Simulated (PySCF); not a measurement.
H2S, SMILES S. Atoms are numbered in the order given.

```xyz
3

S      0.0000     0.0000     0.1031
H      0.0000    -0.9703    -0.8249
H      0.0000     0.9703    -0.8249
```

Geometry optimised at B3LYP-D3(BJ)/def2-TZVP.

Two levels are set side by side: PBE/pcSseg-1 (PySCF) and PBE0/pcSseg-1 (PySCF). GIAO shifts against H2S (³³S), TMS (¹H) at the same level; non-relativistic, no solvent, atoms listed together averaged. Differences are taken from unrounded values.

```json
[
 {"quantity": "δ(³³S) of S1 (ppm)", "PBE": "0.0"},
 {"quantity": "δ(¹H) of H2, H3 (ppm)", "PBE": "0.80"}
]
```

### Question
These are the PBE values. What does PBE0 give? (The exact figures need the calculation; the answer reports its results.)

### Answer

```tsv
quantity	PBE0	PBE minus PBE0
δ(³³S) of S1 (ppm)	0.0	0.0
δ(¹H) of H2, H3 (ppm)	1.07	-0.27
```

Rough cost on one machine, each run with all the roots and properties that it gave: PBE0 against PBE within a factor of 2.
